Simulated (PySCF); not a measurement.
A geometry optimisation on `[K][K]`.

Computed with CAM-B3LYP/def2-SVP geometry optimisation, gas phase (PySCF 2.14.0). Start geometry: GFN2-xTB. A driver script takes a list of jobs; this job's settings line and coordinates (Å) are shown.

Input:
```
{"job": {"xc": "CAM-B3LYP", "basis": "def2-SVP", "grid": 1, "kind": "geom"}, "charge": 0, "multiplicity": 1}
K      1.696469    -0.002568    -0.003230
K     -1.693712     0.003836    -0.010919
```

Question: Estimate the output.

Answer: 
```
step   0  E = -1199.71857658  max force = 0.009489
step   1  E = -1199.72125634  max force = 0.005557
step   2  E = -1199.72239568  max force = 0.003130
step   3  E = -1199.72300388  max force = 0.000487
step   4  E = -1199.72302265  max force = 0.000060
step   5  E = -1199.72302314  max force = 0.000001
optimisation converged
```

Energies in Eh; «max force» is the largest Cartesian gradient component in Eh/bohr.

Question: Give the first gradient maximum in eV/Å.

Answer: With 1 Eh/bohr = 51.422 eV/Å, 0.488 eV/Å.

Question: How much energy does the optimisation release, in kcal/mol?

Answer: E(step 0) − E(last step) = 0.004447 Eh, which is 2.8 kcal/mol.

In short: final energy -1199.72302 Eh after 5 steps; dipole 0.00 D.

Question: Give the final coordinates.

Answer: 0.272 Å rms from the input after alignment:
```
atom  x, y, z in Å
K1     1.9682   -0.0054   -0.0049
K2    -1.9654    0.0009   -0.0124
```

The run took 3.9 s of wall time on an Arm Neoverse V1 with one thread, shared host with 32 logical CPUs at a one-minute load of 10, and the process peaked at 0.28 GiB of memory.
Labels such as C1 count atoms from 1, the log's own numbers from 0.
